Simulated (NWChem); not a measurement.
System: CH₃FO₂Si; SMILES O([SiH2]F)C=O

The following NWChem deck was run.

```
start job
memory heap 200 mb stack 900 mb global 1100 mb
geometry units angstroms noautosym nocenter noautoz
  O      0.560421     2.004974     0.000000
  C     -0.565048     1.585383     0.000000
  O     -0.861914     0.291136     0.000000
  Si     0.468346    -0.786174     0.000000
  F     -0.246289    -2.233006     0.000000
  H     -1.475265     2.219179     0.000000
  H      1.239959    -0.644200    -1.253130
  H      1.239959    -0.644200     1.253130
end
basis spherical
  * library def2-svp
end
dft
  xc pbe0
  iterations 150
end
cosmo
  do_cosmo_smd true
  solvent water
end
task dft energy
```

Structure relaxed at the PBE0/def2-SVP level. Solvent: water.

Level: PBE0/def2-SVP with SMD (1 M gas to 1 M solution), gas-phase geometry. Reactions with the solvent are ignored.

**Question.** Predict the main results of this run. (PBE0/def2-SVP, SMD on the gas-phase geometry.) Quantities: solvation free energy (kcal/mol); cavity-dispersion-structure term (kcal/mol); dipole in solution (D).

**Answer.** solvation free energy (kcal/mol): -1.2
cavity-dispersion-structure term (kcal/mol): 5.1
dipole in solution (D): 0.71
